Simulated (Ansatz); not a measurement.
Cost and result for the atomization energy of H$_{19}$N$_{3}$Si$_{6}$Sn, SMILES `[SiH3][N]([SiH3])[SnH]([N]([SiH3])[SiH3])[N]([SiH3])[SiH3]` (29 atoms, 28 bonds).

```xyz
29

Si   -1.710   -0.065   -2.109
N    -0.054   -0.472   -1.800
Si    1.066   -0.686   -3.100
Sn    0.549   -0.834    0.098
N    -1.154   -0.847    1.191
Si   -1.556    0.527    2.167
Si   -2.129   -2.276    1.223
N     1.517    0.850    0.665
Si    1.493    2.241   -0.370
Si    2.451    0.843    2.120
H    -1.820    0.234   -3.564
H    -2.140    1.125   -1.329
H    -2.632   -1.188   -1.785
H     0.682   -1.815   -3.991
H     1.189    0.538   -3.933
H     2.392   -0.997   -2.492
H     1.477   -2.244    0.262
H    -0.571    0.742    3.262
H    -2.888    0.253    2.775
H    -1.631    1.774    1.362
H    -2.153   -2.908    2.571
H    -3.532   -1.998    0.819
H    -1.526   -3.242    0.260
H     2.189    1.988   -1.661
H     2.211    3.330    0.349
H     0.107    2.681   -0.671
H     3.907    0.998    1.853
H     2.035    1.924    3.051
H     2.230   -0.478    2.778
```

The species carries charge 0 and has multiplicity 1. Correlated methods include outer-core shells of Sn, which these sets cover unevenly. Sn takes the def2 core potential. The geometry is a stationary point of PBE0-D4/def2-TZVP. It is one conformer, not always the lowest. Program: Ansatz. All runs use 11 threads of an AMD EPYC 7R13 on a shared host and a whole NVIDIA H100 80 GB. Times are those of one run each, without the atoms' runs, and a repeat can differ threefold. Electronic energies, without spin–orbit coupling; frozen cores. CCSD(T)/CBS adds CCSD(T) − MP2 in def2-TZVPP to the MP2 limit, and its time is that of the two runs behind it. T1 = 0.013. With those shells the extrapolation isn't a true limit. B3LYP takes the VWN-RPA correlation (the form of Gaussian; ORCA's B3LYP/G).

CCSD(T)/CBS is a level of theory with its own doubt, some kJ/mol a heavy atom from the limit and from the frozen cores, so smaller differences don't rank the functionals.

| level | functions | wall time |
| --- | --- | --- |
| PBE-D4/def2-TZVPP (with forces) | 661 | 3.9 s |
| BHLYP-D4/def2-TZVPP | 661 | 4.1 s |
| LDA (SPW92)/def2-TZVPP | 661 | 4.2 s |
| r2SCAN-D4/def2-TZVPP (with forces) | 661 | 4.7 s |
| B97M-V/def2-TZVPP | 661 | 5.5 s |
| CCSD(T)/def2-SVP | 271 | 5.5 s |
| ωB97X-V/def2-TZVPP | 661 | 6 s |
| B3LYP-D4/def2-TZVPP (with forces) | 661 | 6.5 s |
| ωB97M-V/def2-TZVPP (with forces) | 661 | 7 s |
| B2PLYP/def2-TZVPP | 661 | 7 s |
| MP2/def2-QZVPP | 1243 | 12 s |
| CCSD(T)/def2-TZVPP | 661 | 110 s |
| CCSD(T)/CBS(def2) | – | 2.1 min |

(1) What atomization energy does each give, and how far from CCSD(T)/CBS? (An estimate is asked.)

Answers

(1) Computed: 
```
                             level  atomization (kcal/mol)  difference from CCSD(T)/CBS  per bond
   PBE-D4/def2-TZVPP (with forces)                  2138.4                        -36.6      -1.3
               BHLYP-D4/def2-TZVPP                  2139.2                        -35.8      -1.3
            LDA (SPW92)/def2-TZVPP                  2394.0                        219.0       7.8
r2SCAN-D4/def2-TZVPP (with forces)                  2147.0                        -28.0      -1.0
                 B97M-V/def2-TZVPP                  2169.3                         -5.7      -0.2
                  CCSD(T)/def2-SVP                  1995.3                       -179.7      -6.4
                ωB97X-V/def2-TZVPP                  2185.7                         10.7       0.4
 B3LYP-D4/def2-TZVPP (with forces)                  2164.3                        -10.7      -0.4
  ωB97M-V/def2-TZVPP (with forces)                  2167.3                         -7.7      -0.3
                 B2PLYP/def2-TZVPP                  2122.9                        -52.1      -1.9
                    MP2/def2-QZVPP                  2144.2                        -30.8      -1.1
                CCSD(T)/def2-TZVPP                  2107.6                        -67.4      -2.4
                 CCSD(T)/CBS(def2)                  2175.0                          0.0       0.0
```

In def2-TZVPP, CCSD(T) changes the Hartree–Fock value by +536.2 kcal/mol (the triples alone add +27.0 kcal/mol) and MP2 by +531.7 kcal/mol; breaking electron pairs costs correlation energy, which Hartree–Fock lacks. From r2SCAN to r2SCAN0 (25 % exact exchange), in def2-TZVPP and without D4, the atomization energy moves by −20.1 kcal/mol: exact exchange takes away binding that semilocal exchange gives to molecules. The D4 term adds +47.4 kcal/mol with B3LYP and +26.2 kcal/mol with PBE0; it sums over pairs of atoms, weighted by their polarisabilities, and B3LYP, whose exchange is more repulsive, gets the larger term.

Spin–orbit coupling would lower the free Sn atoms strongly, and the atomization energy with them, by more than many differences here. For some Ge, Se and Sn compounds the MP2-based and the directly extrapolated limit differ by 10 to 25 kJ/mol.
